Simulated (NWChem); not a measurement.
# GeBrF, singlet; SMILES [F][Ge][Br]

Program: NWChem. Low-valent species are run as closed-shell singlets; no triplet was tried in these runs. This build's default masses of Se (78.918 u) and Br (79.917 u) are each other's, which moves their modes by up to 0.6 %. Each level has its own optimisation; frequencies are unscaled.

For level B3LYP/3-21G:

- r Br–Ge (Å) = 2.439
- highest harmonic frequency (cm⁻¹) = 769
- dipole (D) = 2.51

**Question.** How do the values read with level LDA (Slater exchange, VWN5)/def2-SVP instead?

**Answer.** The r Br–Ge (Å) is 2.328, the highest harmonic frequency (cm⁻¹) comes out as 694 and the dipole (D) is 1.78.
